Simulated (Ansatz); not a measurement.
Caution, from a PySCF single point (PBE0-D3(BJ)/def2-TZVPD) at this geometry: the highest occupied level lies above zero, so the state may not be bound. This triplet lies 0.24 eV below the relaxed singlet at the level B3LYP/aug-cc-pVTZ // PBE0-D3(BJ)/def2-TZVPD (Ansatz, an electronic-structure program).

Species: C₂H₄BSi, SMILES `C#C[B-][SiH3]` (lower triplet) (charge -1, multiplicity 3).

### Question
Give a relaxed geometry from PBE0-D3(BJ)/def2-TZVPD (Ansatz).

### Answer
the end point of this relaxation (outside a Z-matrix the atoms follow the SMILES, hydrogens last).
Bonds (Å): C1–C2 1.245, C1–H5 1.063, C2–B3 1.436, B3–Si4 1.904, Si4–H6 1.514, Si4–H7 1.514, Si4–H8 1.514. Angles (°): C2–C1–H5 179.5, C1–C2–B3 179.9, C2–B3–Si4 178.8, B3–Si4–H6 116.4, B3–Si4–H7 116.3, B3–Si4–H8 116.4, H6–Si4–H7 101.8, H6–Si4–H8 101.8, H7–Si4–H8 101.8.
